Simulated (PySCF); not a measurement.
RuO₂⁺: breathing scan

All numbers come from UPBE0/[Ru def2-TZVP with ECP28, O def2-TZVP], scalar-relativistic core potentials, density fitting, no spin–orbit coupling, PySCF.

Rigid scan from the doublet minimum (Ru–O 1.629 Å (×2); O–Ru–O 132.9°). Coordinate: all bonds to the central atom scaled together. Energies in kJ/mol from the minimum.

Q: Predict the curve at 0.88, 0.92, 0.96, 1.00, 1.04, 1.08, 1.14, 1.22, 1.35.

A: 
```
scale of all bonds to the centre  E (kJ/mol)  dipole size (D, about the centre of mass)  ⟨S²⟩
                            0.88       358.4                                       2.53  0.75
                            0.92       140.1                                       2.66  0.75
                            0.96        30.9                                       2.75  0.76
                            1.00         0.0                                       2.81  0.76
                            1.04        24.0                                       2.85  0.77
                            1.08        85.1                                       2.86  0.80
                            1.14       216.9                                       2.80  1.04
                            1.22       346.8                                       2.23  2.31
                            1.35       518.0                                       2.04  3.18
```

Spin contamination is strong at 1.14, 1.22, 1.35, so these points are less reliable.

Other spin states or occupations of the open shell can lie lower.
